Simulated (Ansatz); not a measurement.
The atomisation energy (no zero-point term) down a group: F to Br

One atom is swapped for its congeners: CdF2 `[F][Cd][F]`; CdClF `[F][Cd][Cl]`; CdBrF `[F][Cd][Br]`. All are singlets with charge 0.

Shapes, held fixed at every level: PBE0-D4/def2-TZVP. Programs: Ansatz 0.2.0. Values in eV.

Problem. How should the atomisation energy change along the series?

Solution. At CCSD(T)/def2-TZVPP the atomisation energy falls at every step, from 6.51 to 5.72 eV. 6 of 7 levels show this order throughout; 6 agree on the largest and the smallest. For atoms past krypton def2 sets carry core potentials with scalar relativity. Relativity is left out for Br unless named. Correlated rows may include outer-core shells of Br, Cd, which these sets cover unevenly. Spin-orbit coupling, which grows down the group, is left out (summed over each molecule's free atoms 0.03, 0.05, 0.17 eV).

```json
{"level": "HF/def2-TZVPP", "CdF2": "4.10", "CdClF": "4.28", "CdBrF": "4.06"}
{"level": "SPW92/def2-TZVPP", "CdF2": "8.59", "CdClF": "7.72", "CdBrF": "7.36"}
{"level": "B3LYP-D4/def2-TZVPP", "CdF2": "6.63", "CdClF": "6.05", "CdBrF": "5.75"}
{"level": "wB97M-V/def2-TZVPP", "CdF2": "6.98", "CdClF": "6.51", "CdBrF": "6.12"}
{"level": "MP2/def2-SVP", "CdF2": "6.68", "CdClF": "6.11", "CdBrF": "5.93"}
{"level": "MP2/def2-TZVPP", "CdF2": "7.00", "CdClF": "6.39", "CdBrF": "6.08"}
{"level": "CCSD(T)/def2-TZVPP", "CdF2": "6.51", "CdClF": "6.00", "CdBrF": "5.72"}
```
